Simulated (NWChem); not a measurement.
Molecule: CH6SSi; SMILES CS[SiH3]

Computed with NWChem. All runs use the structure optimised with PBE0/def2-SVP. Level PBE/def2-SVP: energy and gradient on several grids; changes count from the extra-fine grid, which is no exact limit either.

**Question.** Which is the coarsest grid (xcoarse; medium; xfine; fine; coarse) from which on the energy stays within 500 μHa and each gradient component within 500 μHa/bohr of xfine?

**Answer.** coarse.
```tsv
grid	size of the energy change (μHa)	largest change of a gradient component (μHa/bohr)	time, medium = 1 (rough)
xcoarse	300	2000	about 1
coarse	50	90	about 1
medium	< 10	70	about 1
fine	< 10	< 30	about 1
xfine	< 10	< 30	2
```
